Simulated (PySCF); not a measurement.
# Cu²⁺ (copper, charge +2) across methods

[Ar] 3d8 4s1, 4s spin antiparallel (an excited configuration). Computed with PySCF 2.14 in x2c-QZVPPall (11s7p6d4f2g, 108 functions), with the spin-free X2C one-electron Hamiltonian (Gaussian nucleus). The B2PLYP total includes its PT2 part (frozen core); its orbital energies are those of the SCF part.

| method | E (hartree) | mean ε 3d α (eV) | mean ε 3d β (eV) | mean ε 4s β (eV) | Σ⟨r²⟩ (bohr²) | ⟨S²⟩ |
| --- | --- | --- | --- | --- | --- | --- |
| PBE0 | -1653.249 | -40.725 | -38.881 | -25.811 | 18.74 | 1.752 |
| PBE | -1653.224 | -37.499 | -35.921 | -24.940 | 18.80 | 1.752 |
| wB97X | -1653.532 | -43.067 | -41.211 | -28.040 | 18.70 | 1.752 |
| TPSS | -1653.502 | -37.440 | -36.017 | -24.833 | 18.80 | 1.752 |
| B2PLYP | -1653.210 | -43.988 | -41.879 | -26.687 | 18.73 | 1.752 |
| LDA | -1650.555 | -37.845 | -36.043 | -25.279 | 18.76 | 1.752 |
| UHF | -1652.08917 | -49.490 | -46.774 | -27.836 | 18.76 | 1.754 |
| r2SCAN | -1653.465 | -38.051 | -36.513 | -25.248 | 18.72 | 1.753 |

With the s spin flipped the determinant is a mixture of two multiplicities, not a spectroscopic state.
